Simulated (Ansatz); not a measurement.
`CC1=C[SiH2]1` + HBr → `BrC1=C[SiH2]1` + CH₄ at 500 K and 1 bar (substitution at a C–C bond).

Calculated with Ansatz (gas phase, PBE0-D4/def2-TZVP geometries, no zero-point term in ΔE). CCSD(T)/CBS adds triple-zeta CCSD(T) − MP2 to the extrapolated MP2 energy (def2 sets, frozen cores). This one scheme is used for every species. For Br outer-core shells are correlated without core-valence functions, which leaves a few kJ/mol of doubt a bond. Scalar relativity is left out up to krypton.

```tsv
species	CCSD(T)/CBS energy (Eh)	H − E (kJ/mol)	S (J/(mol·K))
`CC1=C[SiH2]1`	-406.77515	234.8	354.6
HBr	-2573.91920	30.5	213.7
`BrC1=C[SiH2]1`	-2940.22755	133.2	355.1
CH₄	-40.46206	135.6	206.8
```

H − E and S are ideal-gas, rigid-rotor, harmonic terms from PBE0-D4/def2-TZVP. 1 Eh = 2625.50 kJ/mol, R = 8.31446 J/(mol·K).

Problem. By hand: ΔE, ΔH, ΔS and ΔG.

Solution. ΔE = (-2940.22755) + (-40.46206) − (-406.77515) − (-2573.91920) = 0.00474 Eh = 12.4 kJ/mol. Δ(H − E) = 133.2 + 135.6 − 234.8 − 30.5 = 3.5, so ΔH = 15.9 kJ/mol. ΔS = 355.1 + 206.8 − 354.6 − 213.7 = -6.4 J/(mol·K). ΔG = 15.9 − 500 × (-6.4)/1000 = 19.1 kJ/mol.

Problem. By hand: the equilibrium constant, and the temperature at which ΔG would vanish if ΔH and ΔS stayed fixed.

Solution. log₁₀ K = −ΔG/(RT ln 10) = -2.0. ΔH and −TΔS have one sign here, so there is no such temperature.

The number of gas molecules stays the same, so ΔS is small and ΔH decides. A doubt of 5 kJ/mol in ΔE shifts log₁₀ K by 0.5 here. These are equilibria of isolated gas molecules and say nothing of rates. Largest T1 diagnostic: 0.012 (customary marks: 0.02 for closed shells, 0.045 for open ones).
